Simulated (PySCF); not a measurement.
Precursor series Zn F-H. Gas-phase values, no solvent.

The charge on the central atom (Mulliken) from two functionals at the same geometries (BP86-D3(BJ)/def2-SVP), both in PySCF: PBE-D3(BJ)/def2-TZVP and B3LYP-D3(BJ)/def2-TZVP. B3LYP has the VWN-RPA correlation part, as in Gaussian. 

```json
[
 {"species": "0 of 2 F replaced by H ([Zn(F)2])", "PBE-D3(BJ)/def2-TZVP (e)": "0.83"},
 {"species": "1 of 2 F replaced by H", "PBE-D3(BJ)/def2-TZVP (e)": "0.40"},
 {"species": "2 of 2 F replaced by H ([Zn(H)2])", "PBE-D3(BJ)/def2-TZVP (e)": "0.06"}
]
```

**Question.** What does B3LYP-D3(BJ)/def2-TZVP give for each?

**Answer.** 
- 0 of 2 F replaced by H ([Zn(F)2]): 0.94
- 1 of 2 F replaced by H: 0.50
- 2 of 2 F replaced by H ([Zn(H)2]): 0.14
Over these rows, drawn at random from the members with no instability flagged (it was tested for open shells, ions and some series alone), PBE minus B3LYP-D3(BJ): mean -0.10 e, from -0.11 e to -0.08 e.
